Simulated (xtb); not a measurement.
5-phenyl-1,3-thiazole (C9H7NS), SMILES c1ccc(-c2cncs2)cc1. All values are semi-empirical tight-binding results from xtb (GFN2-xTB unless named), good for trends rather than for accurate numbers. Geometry: GFN2-xTB. Other conformers were not sampled.

Optimised geometry:

```xyz
18

C     -3.4033     0.3731    -0.4994
C     -2.9950    -0.2505     0.6685
C     -1.6517    -0.4328     0.9320
C     -0.6853     0.0094     0.0250
C      0.7263    -0.1749     0.2921
C      1.3406    -0.7473     1.3775
N      2.6880    -0.7777     1.3492
C      3.1518    -0.2485     0.2776
S      1.9564     0.3512    -0.8240
C     -1.1101     0.6357    -1.1481
C     -2.4545     0.8151    -1.4066
H     -4.4546     0.5136    -0.7009
H     -3.7296    -0.5978     1.3800
H     -1.3492    -0.9205     1.8452
H      0.8427    -1.1645     2.2331
H      4.1956    -0.1673     0.0492
H     -0.3732     0.9823    -1.8588
H     -2.7635     1.3020    -2.3196
```

The geometry has at least one imaginary mode, so it is a saddle point at that level.

Computed properties:
point group as xtb finds it: Cs
orbital gap: 3.04 eV
static polarisability (D4 model): 123.0 bohr³
solvation energy, GFN2-xTB/ALPB(water): -2.2 kcal/mol
solvation energy, GFN2-xTB/ALPB(methanol): -8.4 kcal/mol

Computed atomic charges and the Wiberg bond orders between heavy atoms:
charges (e) C1 -0.03, C2 -0.03, C3 -0.03, C4 0.01, C5 0.01, C6 0.03, N7 -0.22, C8 0.07, S9 -0.04, C10 -0.03, C11 -0.03, H12 0.04, H13 0.04, H14 0.03, H15 0.05, H16 0.05, H17 0.04, H18 0.04. Bond orders C1–C2 1.43, C2–C3 1.46, C3–C4 1.36, C4–C5 1.10, C5–C6 1.54, C6–N7 1.28, N7–C8 1.64, C5–S9 1.15, C8–S9 1.18, C4–C10 1.37, C1–C11 1.43, C10–C11 1.46.
